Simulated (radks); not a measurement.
Excited configurations of Ag II: one electron is placed in a higher orbital outside [Kr] 4d9. The ground configuration is [Kr] 4d10. Calculated with a radial shooting solver on a logarithmic mesh with Libxc functionals: Dirac Kohn-Sham, PBE, spin-unpolarised, spherical densities, point nucleus; open shells fill j = l - 1/2 first. Excitation = E - E(ground); binding = E(ion) - E, where the ion is the core of charge +2; n* = 2/sqrt(2 binding) in atomic units, and the quantum defect is n - n*.

outer orbital  excitation (eV)  binding (eV)     n*  eigenvalue (eV)  <r> (bohr)
4f5/2                   18.362         3.506  3.940           -2.487       8.653
5d3/2                   16.091         5.778  3.069           -4.139       5.773
5f5/2                   19.498         2.370  4.792           -1.795       14.72
6d3/2                   18.407         3.462  3.965           -2.649       10.84
6f5/2                   20.174         1.695  5.667           -1.328       22.13
7f5/2                   20.604         1.264  6.561           -1.014       30.96

The Delta-SCF ionisation energy is 21.868 eV (NIST Atomic Spectra Database: 21.484 eV, measured). Self-interaction in the functional shifts the binding energies and quantum defects, so they are the method's values and not measured ones. Spin polarisation and multiplet splitting are left out, so open shells lie too high by an amount that depends on their filling.

Beside tabulated values, note that spin-unpolarised runs miss the spin-polarisation part of the exchange energy of open shells.
